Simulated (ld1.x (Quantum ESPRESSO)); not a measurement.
Logarithmic derivatives: gallium (Ga), TM

Ga, norm-conserving Troullier–Martins (Kleinman–Bylander form), made with ld1.x (Quantum ESPRESSO) 7.5 (PBEsol, fully relativistic). Core [Ar] 3d10, reference 4s2 4p1. Waves: 4s (bound): rc 1.70 bohr; 4p (bound): rc 2.25 bohr. Local part: the p channel. Core correction: none.

Open shells are filled in proportion to 2j + 1 (rel_dist='average').

The phase is arctan(r·u′/u) with u = r·R(r), unwrapped; energies in Ry, scanned from -3 to 5 Ry. A pole is an energy at which the radial function vanishes at the test radius. The pseudo phase is shifted by a multiple of π to meet the all-electron one at the reference energy, and phase errors are pseudo minus all-electron; the curves can meet again beyond the range given. Levels narrower than the energy grid can be missing from the lists of poles.

Q: For each channel, where are the poles, and over which energies does the pseudopotential scatter like the atom?

A:

| channel | radius (bohr) | reference energy (Ry) | poles, all-electron | poles, pseudo | unbroken range about the reference energy with phases within 0.05 rad | phase error 1 Ry above the reference energy (rad) |
| --- | --- | --- | --- | --- | --- | --- |
| s | 2.45 | -0.66 | 0.81 | 0.87 | below 2.7 | +0.006 |
| p1/2 | 2.45 | -0.19 | 1.94 | 1.92 | below 3.8 | +0.009 |
| p3/2 | 2.45 | -0.19 | 2.01 | 1.92 | below 3.6 | -0.011 |

Note: ghost state, extra bound levels that the all-electron valence spectrum of the same l lacks: s at -284.0 eV. A true bound ghost makes a file unfit for plane-wave use.

Phases in the s channel:

```csv
E (Ry),all-electron,pseudo
-3.00,1.268,1.270
-2.76,1.245,1.248
-2.52,1.216,1.219
-2.28,1.179,1.182
-2.04,1.129,1.132
-1.80,1.056,1.060
-1.56,0.943,0.947
-1.32,0.749,0.754
-1.08,0.381,0.385
-0.84,-0.238,-0.236
-0.60,-0.812,-0.812
-0.36,-1.134,-1.133
-0.12,-1.308,-1.305
0.12,-1.413,-1.408
0.36,-1.483,-1.477
0.60,-1.535,-1.527
0.84,-1.576,-1.566
1.08,-1.610,-1.598
1.32,-1.640,-1.625
1.56,-1.667,-1.650
1.80,-1.694,-1.673
2.04,-1.721,-1.695
2.28,-1.750,-1.717
2.52,-1.782,-1.740
2.76,-1.818,-1.764
3.00,-1.861,-1.790
3.24,-1.915,-1.820
3.48,-1.986,-1.854
3.72,-2.085,-1.894
3.96,-2.233,-1.944
4.20,-2.469,-2.008
4.44,-2.842,-2.093
4.68,-3.330,-2.210
4.92,-3.758,-2.378
```
